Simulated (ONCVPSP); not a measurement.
# An all-electron radial function and its pseudo partner (Al)

Columns: radius, all-electron u(r) and pseudo u(r) of the 2p shell (level -69.64 eV) of aluminium in the configuration [He] 2s2 2p6 3s2 3p1; PBE, scalar-relativistic, ONCV scheme, ONCVPSP 4.0.1.

| r (bohr) | all-electron | pseudo |
| --- | --- | --- |
| 0.050 | 0.1258 | 0.0447 |
| 0.100 | 0.3708 | 0.1720 |
| 0.150 | 0.6246 | 0.3623 |
| 0.200 | 0.8424 | 0.5882 |
| 0.250 | 1.0099 | 0.8191 |
| 0.300 | 1.1262 | 1.0263 |
| 0.350 | 1.1972 | 1.1888 |
| 0.400 | 1.2294 | 1.2932 |
| 0.450 | 1.2318 | 1.3385 |
| 0.500 | 1.2110 | 1.3294 |
| 0.550 | 1.1734 | 1.2790 |
| 0.600 | 1.1242 | 1.2022 |
| 0.650 | 1.0671 | 1.1137 |
| 0.700 | 1.0055 | 1.0260 |
| 0.750 | 0.9416 | 0.9467 |
| 0.800 | 0.8772 | 0.8773 |
| 0.850 | 0.8137 | 0.8137 |
| 0.900 | 0.7520 | 0.7520 |
| 0.950 | 0.6928 | 0.6927 |
| 1.000 | 0.6365 | 0.6364 |
| 1.050 | 0.5834 | 0.5833 |
| 1.100 | 0.5336 | 0.5335 |
| 1.150 | 0.4871 | 0.4870 |
| 1.200 | 0.4440 | 0.4439 |
| 1.250 | 0.4040 | 0.4039 |
| 1.300 | 0.3672 | 0.3671 |

Q: How many radial nodes do the two functions have?

A: The all-electron 2p function has n − l − 1 = 0; the pseudo-wave has 0.

Q: At about which radius was the pseudo-wave matched?

A: 0.82 bohr, where the columns begin to agree (steps of 0.05 bohr).

Q: Is the pseudo-wave norm-conserving?

A: Yes: the ONCV scheme keeps the norm inside the radius equal to the all-electron one, which fixes the energy derivative of the logarithmic derivative at the level.
